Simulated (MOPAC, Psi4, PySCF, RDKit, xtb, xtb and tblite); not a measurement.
Two geometries of C5H7BO2S, SMILES c1cc(sc1)CB(O)O, relaxed at GFN2-xTB with one dihedral held; other torsions can differ between them too.

Structure A

```
16

O     -2.1223     0.7113    -1.0924
B     -2.1085     0.0902     0.1104
O     -3.2099    -0.5667     0.5185
C     -0.8339     0.1112     1.1051
C      0.4681     0.0606     0.3903
C      1.3268    -0.9845     0.2581
C      2.4561    -0.6909    -0.5433
C      2.4455     0.5752    -1.0216
S      1.0510     1.4434    -0.4958
H     -1.3193     1.1684    -1.3479
H     -3.9414    -0.5330    -0.0999
H     -0.8882     1.0274     1.6991
H     -0.8942    -0.7272     1.7982
H      1.1628    -1.9394     0.7246
H      3.2403    -1.3979    -0.7482
H      3.1631     1.0682    -1.6460
```

Structure B

```
16

O      2.6516     0.6630    -0.9859
B      2.0560     0.1552     0.1295
O      0.7628    -0.2218     0.1719
C      2.9682    -0.1959     1.4098
C      3.1503     1.0327     2.2341
C      2.5239     1.3757     3.3912
C      2.9087     2.6449     3.8843
C      3.8194     3.2578     3.0908
S      4.2270     2.2939     1.7196
H      2.3320     1.4624    -1.3942
H      0.2267    -0.0468    -0.6036
H      3.9417    -0.5578     1.0777
H      2.4992    -0.9632     2.0240
H      1.8119     0.7372     3.8831
H      2.5221     3.0738     4.7919
H      4.2859     4.2141     3.2181
```

Problem. Which is lower in energy at the level Psi4 with PBE0-D3(BJ)/def2-SVP // GFN2-xTB, and by how much?

Solution. A is lower, by 41.54 kJ/mol (dihedral H10–O1–B2–O3: 180° in A, 60° in B).

E(B) − E(A) in kJ/mol at the other levels, on the same two geometries: GFN2-xTB (xtb and tblite) 36.06; PBE0/def2-SVP // GFN2-xTB (Psi4) 40.85; PBE/def2-SVP // GFN2-xTB (Psi4) 40.53; PBE-D3(BJ)/def2-SVP // GFN2-xTB (Psi4) 41.42; UFF // GFN2-xTB (RDKit) -34.47; PM6, restricted, heats of formation // GFN2-xTB (MOPAC) 23.59; AM1, restricted, heats of formation // GFN2-xTB (MOPAC) 41.49; GFN1-xTB // GFN2-xTB (xtb) 29.31; restricted B3LYP/6-31G*, spherical d, density fitting // GFN2-xTB (PySCF) 40.33; restricted B3LYP/6-311+G**, spherical d, density fitting // GFN2-xTB (PySCF) 37.00; restricted B3LYP/3-21G, density fitting // GFN2-xTB (PySCF) 42.62; restricted M06-2X/6-31G*, spherical d, density fitting // GFN2-xTB (PySCF) 41.30.
